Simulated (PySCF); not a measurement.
Choosing a molecule for a target property.

All species are isolated and taken at one optimised geometry, non-relativistic unless stated; the electronic structure was computed with PySCF and density fitting.

Dipoles, sizes and rotational constants follow the conformer. The torsions of the flexible species, by atom-mapped SMILES:
- `[PH2:1][P:2]1[CH:3]=[CH:4][CH2:5][CH:6]=[CH:7]1`: H–P1–P2–C3 85°, H–P1–P2–C3 177°
- `[OH:1][c:2]1[cH:3][cH:4][cH:5][c:6]([OH:7])[cH:8]1`: H–O1–C2–C3 0°, H–O7–C6–C5 0°

The conformers of `N#C[C@@H]1CCC/C(=C(\F)CCl)C1` and `CP1(=N)CCSCC1` aren't listed.

Question: Wanted: HOMO–LUMO gap below 10.05 eV (wB97X-D/def2-SVPD) and static isotropic polarisability below 110 au (wB97X-D/def2-SVPD), at PBE0-D3(BJ)/def2-SVP geometries. Which candidate meets both?
A. `N#C[C@@H]1CCC/C(=C(\F)CCl)C1`
B. `C1P(P)C=CCC=1`
C. `CP1(=N)CCSCC1`
D. `Oc1cccc(O)c1`

Answer: D. Computed values:
```
                     species  HOMO–LUMO gap  static isotropic polarisability
               C1P(P)C=CCC=1        8.82 eV                         113.1 au
                Oc1cccc(O)c1        9.74 eV                          78.1 au
N#C[C@@H]1CCC/C(=C(\F)CCl)C1        9.99 eV                         120.1 au
               CP1(=N)CCSCC1       10.12 eV                         108.2 au
```
